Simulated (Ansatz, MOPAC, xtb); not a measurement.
The molecule ZnO+, multiplicity 2 (lowest of 2S+1 = 2, 4 at CCSD(T)/def2-TZVPP on PBE0 minima; our sources give no spin for the ground state, which may be another). No spin–orbit coupling. Zn is treated without relativity.

Constants: fifth-degree fit in 1/R to seven points, most abundant isotopes. In def2 and cc sets the state is the lowest found near the PBE0 minimum, followed along R.

Programs: Ansatz (Gaussian basis) for Hartree–Fock, density functionals and correlated methods; MOPAC for PM7 (differences of heats of formation); xtb for the GFN methods. Values without a source in brackets are computed. The GFN methods have no spin term and hold the electronic entropy of 300 K.

```
level               r_e (Å)  ω_e (cm⁻¹)  ω_e x_e (cm⁻¹)  B_e (cm⁻¹)
------------------  -------  ----------  --------------  ----------
PM7                   1.830         544             1.2       0.394
GFN2-xTB              1.722         490             1.8       0.444
SVWN5/def2-TZVPP      1.765         655             3.9       0.423
PBE/def2-TZVPP        1.807         608             3.9       0.403
r2SCAN/def2-TZVPP     1.787         644             4.5       0.412
B97M-V/def2-TZVPP     1.794         630             5.0       0.410
B3LYP/def2-TZVPP      1.810         614             5.0       0.402
wB97X-V/def2-TZVPP    1.788         665             4.4       0.412
wB97M-V/def2-TZVPP    1.793         655             4.2       0.410
```

The state that PM7 reach isn't checked; PM7 holds dispersion and hydrogen-bond terms.

Ansatz is a program for electronic structure.
